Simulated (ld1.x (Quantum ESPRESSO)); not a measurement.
## Scattering properties, TM potential for lanthanum (La)

* Element: La
* Generator: ld1.x (Quantum ESPRESSO) 7.5
* Type: norm-conserving Troullier–Martins (Kleinman–Bylander form)
* Functional: PW91
* Relativity: scalar-relativistic
* Frozen core: [Kr] 4d10
* Valence charge: 11
* Reference configuration: 4f0 5s2 5p6 5d1 6s1 6p0 (charge +1)
* Partial waves: 5p (bound): rc 2.75 bohr; 5d (bound): rc 3.15 bohr; 4f (bound, empty): rc 1.70 bohr; 5s (bound): rc 2.35 bohr
* Local potential: the s channel
* Core correction: none

Occupied shells without a wave of their own: 6s. They enter only through the test configuration that unscreens the potential.

The phase is arctan(r·u′/u) with u = r·R(r), unwrapped; energies in Ry, scanned from -5 to 5 Ry. A pole is an energy at which the radial function vanishes at the test radius. The pseudo phase is shifted by a multiple of π to meet the all-electron one at the reference energy, and phase errors are pseudo minus all-electron; the curves can meet again beyond the range given. Levels narrower than the energy grid can be missing from the lists of poles.

**Question.** For each channel, where are the poles, and over which energies does the pseudopotential scatter like the atom?

**Answer.**

```json
{"channel": "s", "radius (bohr)": "3.41", "reference energy (Ry)": "-3.29", "poles, all-electron": "-3.26, 1.29", "poles, pseudo": "-3.26, 0.53, 4.63", "unbroken range about the reference energy with phases within 0.05 rad": "below -1.3", "phase error 1 Ry above the reference energy (rad)": "-0.004"}
{"channel": "p", "radius (bohr)": "3.41", "reference energy (Ry)": "-2.08", "poles, all-electron": "-1.98, 2.27", "poles, pseudo": "-1.98, 2.22", "unbroken range about the reference energy with phases within 0.05 rad": "below -0.1", "phase error 1 Ry above the reference energy (rad)": "-0.003"}
{"channel": "d", "radius (bohr)": "3.41", "reference energy (Ry)": "-0.63", "poles, all-electron": "-0.14, 4.04", "poles, pseudo": "-0.14, 3.90", "unbroken range about the reference energy with phases within 0.05 rad": "below 1.3", "phase error 1 Ry above the reference energy (rad)": "-0.003"}
{"channel": "f", "radius (bohr)": "3.41", "reference energy (Ry)": "-0.75", "poles, all-electron": "-0.72, 2.07", "poles, pseudo": "-0.72, 2.07", "unbroken range about the reference energy with phases within 0.05 rad": "below 0.4", "phase error 1 Ry above the reference energy (rad)": "-0.023"}
```

The potential misses its own reference levels by up to 0.9 eV.

Phases in the p channel:

```json
{"E (Ry)": "-5.00", "all-electron": "1.423", "pseudo": "1.423"}
{"E (Ry)": "-4.74", "all-electron": "1.417", "pseudo": "1.417"}
{"E (Ry)": "-4.48", "all-electron": "1.411", "pseudo": "1.411"}
{"E (Ry)": "-4.22", "all-electron": "1.404", "pseudo": "1.404"}
{"E (Ry)": "-3.96", "all-electron": "1.396", "pseudo": "1.396"}
{"E (Ry)": "-3.70", "all-electron": "1.386", "pseudo": "1.386"}
{"E (Ry)": "-3.44", "all-electron": "1.374", "pseudo": "1.374"}
{"E (Ry)": "-3.18", "all-electron": "1.358", "pseudo": "1.358"}
{"E (Ry)": "-2.92", "all-electron": "1.336", "pseudo": "1.335"}
{"E (Ry)": "-2.66", "all-electron": "1.298", "pseudo": "1.297"}
{"E (Ry)": "-2.40", "all-electron": "1.199", "pseudo": "1.198"}
{"E (Ry)": "-2.14", "all-electron": "-0.603", "pseudo": "-0.604"}
{"E (Ry)": "-1.88", "all-electron": "-1.655", "pseudo": "-1.655"}
{"E (Ry)": "-1.62", "all-electron": "-1.748", "pseudo": "-1.749"}
{"E (Ry)": "-1.36", "all-electron": "-1.802", "pseudo": "-1.803"}
{"E (Ry)": "-1.10", "all-electron": "-1.853", "pseudo": "-1.855"}
{"E (Ry)": "-0.84", "all-electron": "-1.917", "pseudo": "-1.921"}
{"E (Ry)": "-0.58", "all-electron": "-2.010", "pseudo": "-2.018"}
{"E (Ry)": "-0.32", "all-electron": "-2.172", "pseudo": "-2.192"}
{"E (Ry)": "-0.06", "all-electron": "-2.515", "pseudo": "-2.567"}
{"E (Ry)": "0.20", "all-electron": "-3.249", "pseudo": "-3.348"}
{"E (Ry)": "0.46", "all-electron": "-3.970", "pseudo": "-4.030"}
{"E (Ry)": "0.72", "all-electron": "-4.303", "pseudo": "-4.332"}
{"E (Ry)": "0.98", "all-electron": "-4.461", "pseudo": "-4.478"}
{"E (Ry)": "1.24", "all-electron": "-4.551", "pseudo": "-4.563"}
{"E (Ry)": "1.50", "all-electron": "-4.610", "pseudo": "-4.619"}
{"E (Ry)": "1.76", "all-electron": "-4.652", "pseudo": "-4.659"}
{"E (Ry)": "2.02", "all-electron": "-4.686", "pseudo": "-4.691"}
{"E (Ry)": "2.28", "all-electron": "-4.714", "pseudo": "-4.718"}
{"E (Ry)": "2.54", "all-electron": "-4.739", "pseudo": "-4.743"}
{"E (Ry)": "2.80", "all-electron": "-4.763", "pseudo": "-4.766"}
{"E (Ry)": "3.06", "all-electron": "-4.787", "pseudo": "-4.789"}
{"E (Ry)": "3.32", "all-electron": "-4.812", "pseudo": "-4.814"}
{"E (Ry)": "3.58", "all-electron": "-4.842", "pseudo": "-4.842"}
{"E (Ry)": "3.84", "all-electron": "-4.880", "pseudo": "-4.876"}
{"E (Ry)": "4.10", "all-electron": "-4.930", "pseudo": "-4.921"}
{"E (Ry)": "4.36", "all-electron": "-5.007", "pseudo": "-4.985"}
{"E (Ry)": "4.62", "all-electron": "-5.144", "pseudo": "-5.089"}
{"E (Ry)": "4.88", "all-electron": "-5.454", "pseudo": "-5.290"}
```
